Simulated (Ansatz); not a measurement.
Basis-set extrapolation for C₃H₅AlF₂ (`F[CH2][Al]1[CH2][CH]1F`) (PBE0-D4/def2-TZVP geometry, frozen core, Ansatz 0.2.0). Multiplicity 1, RHF reference.

|  | def2-TZVPP | def2-QZVPP |
| --- | --- | --- |
| HF | -557.346816 | -557.367872 |
| MP2 correlation | -1.073020 | -1.159903 |
| CCSD(T) correlation | -1.148132 | not run |

Energies in hartree. Use E(X) = E(∞) + A·exp(−7.88·√X) for Hartree–Fock and E(X) = E(∞) + B·X^(−2.97) for correlation, with X = 3 and 4, and add CCSD(T) minus MP2 of the smaller set to the MP2 limit.

Question: What is the CCSD(T) energy at the basis-set limit?

Answer: HF limit: -557.367872 + (-0.021056) × 0.13774 = -557.37077. MP2 limit: -1.159903 + (-0.086883) × 0.74074 = -1.22426. Higher-order term: -1.148132 − (-1.073020) = -0.07511. Total: -558.67014 hartree, 460.0 kJ/mol below CCSD(T)/def2-TZVPP.
